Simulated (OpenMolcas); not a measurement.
**2s² 2p along the 5-electron sequence**

* Program: OpenMolcas 26.06
* Method: SS-CASPT2, IPEA 0.25 Eh, imaginary shift 0.1 Eh
* Basis: ANO-R3
* Scalar Hamiltonian: X2C, finite nucleus
* Spin-orbit coupling: state interaction with AMFI integrals over the reference wave functions, term energies averaged over their components

Active space for each ion: 3 electrons in 4 orbitals (2s 2p); closed shells correlated by CASPT2: 1s.

Computed levels in cm-1 above ²P°_1/2:

```tsv
Level	N2+	O3+	F4+	Ne5+
²P°_3/2	158	351	682	1208
weight of ²P° in the lowest level (%)	100	100	100	100
```

Measured, with the error of the calculation in %. Measured levels: N2+ from Moore, Selected Tables of Atomic Spectra, NSRDS-NBS 3, section 5; O3+ from Moore, Selected Tables of Atomic Spectra, NSRDS-NBS 3, section 10; F4+ from Moore, Atomic Energy Levels, vol. I, NSRDS-NBS 35 (1971 reprint of NBS Circular 467, 1949); Ne5+ from NIST levels in Podobedova, Fuhr, Reader and Wiese, J. Phys. Chem. Ref. Data 33, 525 (2004).

| Level | N2+ | O3+ | F4+ | Ne5+ |
| --- | --- | --- | --- | --- |
| ²P°_3/2 | 174 (-9.6) | 386 (-9.0) | 746 (-8.6) | 1310 (-7.8) |

The fine-structure level ²P°_3/2 changes by a factor of 7.65 from N2+ to Ne5+. Its fourth root runs 3.55, 4.33, 5.11, 5.90, with steps per unit of Z of 0.78, 0.78, 0.79; equal steps would mean a (Z - σ)^4 law with constant σ.

Computed and measured levels are paired by configuration, term and J; levels that our copy of the source lacks, or whose pairing is in doubt (as where it misses far off the trend of its configuration), stay unpaired and out of the deviations. Levels of configurations outside the active space are missing.

° marks odd parity.
